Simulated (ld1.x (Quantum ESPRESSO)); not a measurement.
Ta: one change to a TM potential, before and after

- Element: tantalum (Ta)
- Generator: ld1.x (Quantum ESPRESSO) 7.5
- Type: norm-conserving Troullier–Martins (Kleinman–Bylander form)
- Functional: LDA (PZ)
- Relativity: scalar-relativistic
- Frozen core: [Kr] 4d10 4f14 5s2
- Valence charge: 11
- Reference configuration: 5p6 5d4 6s1 6p0
- Partial waves: 6s (bound): rc 2.15 bohr; 5p (bound): rc 2.00 bohr; 5d (bound): rc 2.80 bohr
- Local potential: the d channel
- Core correction: none

Change: wave 6s (bound): rc 2.15 bohr becomes 6s (bound): rc 2.40 bohr.

Cutoffs: the cutoffs (Ry, on a coarse ladder) from which the occupation-weighted sum of valence levels, in a spherical-Bessel basis at the reference potential, stays within 10 and 1 mRy of its value at 400 Ry; they do not see the model core or the augmentation charge, which bear on the density cutoff. Errors are all-electron minus pseudo energies relative to the spin-unpolarised reference configuration.

Question: What does the change do?

Answer: The potential gets neither clearly harder nor softer (25 Ry and 45 Ry → 25 Ry and 45 Ry); both files keep a bound ghost (s); the number of tests that count goes from 9 to 8; of the 8 tests that both files solve, the error grows in 2 and shrinks in 3 by more than 15 % and 0.3 meV (median size 50.1 → 48.3 meV).

| quantity | base | changed |
| --- | --- | --- |
| cutoff, loose | 25 Ry | 25 Ry |
| cutoff, tight | 45 Ry | 45 Ry |
| loose cutoff by channel (10 mRy a level) | s 12 Ry, p 18 Ry, d 18 Ry | s 6 Ry, p 18 Ry, d 18 Ry |
| bound ghosts | s | s |
| tests counted (converged, no solver errors) | 9 of 9 | 8 of 9 |
| error for 5p6 5d3 6s2 6p0, meV [ΔE -2.09 eV] | -0.6 | -4.7 |
| error for 5p6 5d3 6s1 6p0, meV [ΔE 6.61 eV] | -6.3 | -3.3 |
| error for 5p6 5d3 6s0 6p0, meV [ΔE 21.92 eV] | -6.1 | -3.9 |
| error for 5p6 5d1 6s0 6p0, meV [ΔE 81.21 eV] | +94 | +121 |
| error for 5p6 5d2 6s2 6p0, meV [ΔE 5.82 eV] | -32 | -27 |
| error for 5p6 5d3 6s0 6p1, meV [ΔE 11.80 eV] | +68 | +69 |
| error for 5p6 5d4 6s1 6p0 (spin-polarised), meV [ΔE -2.64 eV] | +312 | +321 |
| error for 5p6 5d3 6s2 6p0 (spin-polarised), meV [ΔE -3.14 eV] | +184 | +180 |
| s: phases at 3.05 bohr within 0.05 rad from the reference energy up to (Ry; the scan ends near 5) | 3.6 | 2.7 |
| p: phases at 3.05 bohr within 0.05 rad from the reference energy up to (Ry; the scan ends near 5) | 0.2 | 0.2 |
| d: phases at 3.05 bohr within 0.05 rad from the reference energy up to (Ry; the scan ends near 5) | 1.5 | 1.5 |

Changed file: Tests not counted: 5p5 5d3 6s2 6p0 (solver errors, printed error -14.3 eV). A true bound ghost makes a file unfit for plane-wave use even where its test errors are small: the radial tests pick states by their node count and pass the ghost by. Where a test does run into it, the solver fails or the error is huge.
